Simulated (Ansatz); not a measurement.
`[F][Nb]([F])(=[S])[Cl]` + H₂O → `[OH][Nb]([F])(=[S])[Cl]` + H–F at 700 K and 1 bar (formal hydrolysis of the Nb–F bond).

Isolated molecules relaxed with PBE0-D4/def2-TZVP in Ansatz; ΔE leaves out vibrations. CCSD(T)/CBS adds triple-zeta CCSD(T) − MP2 to the extrapolated MP2 energy (def2 sets, frozen cores). This one scheme is used for every species. def2 core potentials past Kr. For Nb outer-core shells are correlated without core-valence functions, which leaves a few kJ/mol of doubt a bond. Each species was taken in one conformer, which may not be the lowest.

```
                  species  CCSD(T)/CBS energy (Eh)  H − E (kJ/mol)  S (J/(mol·K))
 `[F][Nb]([F])(=[S])[Cl]`              -1114.29003            79.1          436.5
                      H₂O                -76.37941            80.5          218.4
`[OH][Nb]([F])(=[S])[Cl]`              -1090.26754           115.1          454.0
                      H–F               -100.39570            45.2          198.5
```

H − E and S are ideal-gas, rigid-rotor, harmonic terms from PBE0-D4/def2-TZVP, for one conformer and one mirror image of each species. 1 Eh = 2625.50 kJ/mol, R = 8.31446 J/(mol·K).

Problem. By hand: ΔE, ΔH, ΔS and ΔG.

Solution. ΔE = (-1090.26754) + (-100.39570) − (-1114.29003) − (-76.37941) = 0.00620 Eh = 16.3 kJ/mol. Δ(H − E) = 115.1 + 45.2 − 79.1 − 80.5 = 0.7, so ΔH = 17.0 kJ/mol. ΔS = 454.0 + 198.5 − 436.5 − 218.4 = -2.4 J/(mol·K). ΔG = 17.0 − 700 × (-2.4)/1000 = 18.7 kJ/mol.

Problem. By hand: the equilibrium constant, and the temperature at which ΔG would vanish if ΔH and ΔS stayed fixed.

Solution. log₁₀ K = −ΔG/(RT ln 10) = -1.4. ΔH and −TΔS have one sign here, so there is no such temperature.

The number of gas molecules stays the same, so ΔS is small and ΔH decides. A doubt of 5 kJ/mol in ΔE shifts log₁₀ K by 0.4 here. Other conformers and mirror images would add mixing entropy, several J/(mol·K) or more a flexible species. These are equilibria of isolated gas molecules and say nothing of rates. Largest T1 diagnostic: 0.023 (customary marks: 0.02 for closed shells, 0.045 for open ones).

ΔS is within the doubt of such terms, so its sign, and with it that verdict, could turn.
